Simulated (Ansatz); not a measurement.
Stepwise reaction of `C[B](C)[GaH2]` with hydrogen, as a gas-phase model of exchange steps in deposition or etching. ΔE in kJ/mol; ΔG adds harmonic PBE0-D4 terms to CCSD(T)/CBS, at 1 bar.

Calculated with Ansatz (gas phase, PBE0-D4/def2-TZVP geometries, no zero-point term in ΔE). CCSD(T)/CBS is the MP2 limit (def2-TZVPP, def2-QZVPP) plus CCSD(T) − MP2 in def2-TZVPP, frozen cores. This one scheme is used for every species. DFT in def2-TZVPP. B3LYP here is the variant with VWN-RPA as its local correlation; programs differ in this. For Ga outer-core shells are correlated without core-valence functions, which leaves a few kJ/mol of doubt a bond. Scalar relativity is left out up to krypton.

```tsv
step	reaction	PBE-D4	B3LYP-D4	ωB97M-V	CCSD(T)/CBS	ΔG(400 K)
2	`C[BH][GaH2]` + H₂ → `[BH2][GaH2]` + CH₄	-13.5	-21.7	-20.7	-21.2	-10.7
```

Give the row of step 1, `C[B](C)[GaH2]` + H₂ → `C[BH][GaH2]` + CH₄. (Estimate.)

Computed: 
```json
{"step": "1", "reaction": "`C[B](C)[GaH2]` + H₂ → `C[BH][GaH2]` + CH₄", "PBE-D4": "-14.7", "B3LYP-D4": "-21.4", "ωB97M-V": "-20.2", "CCSD(T)/CBS": "-19.3", "ΔG(400 K)": "-14.3"}
```

By hand: ΔE of the 2 steps together at CCSD(T)/CBS.

(-19.3) + (-21.2) = -40.5 kJ/mol, or -20.2 kJ/mol a step.

In ΔE the steps differ by no more than 1.9 kJ/mol. All are downhill at CCSD(T)/CBS. ΔG lies between -14.3 and -10.7 kJ/mol a step. PBE-D4 differs from CCSD(T)/CBS by 4.6 to 7.7 kJ/mol a step. Only this route is followed, and other bonds may react first. Isolated molecules leave out the surface, adducts and barriers. Largest T1 diagnostic: 0.014.
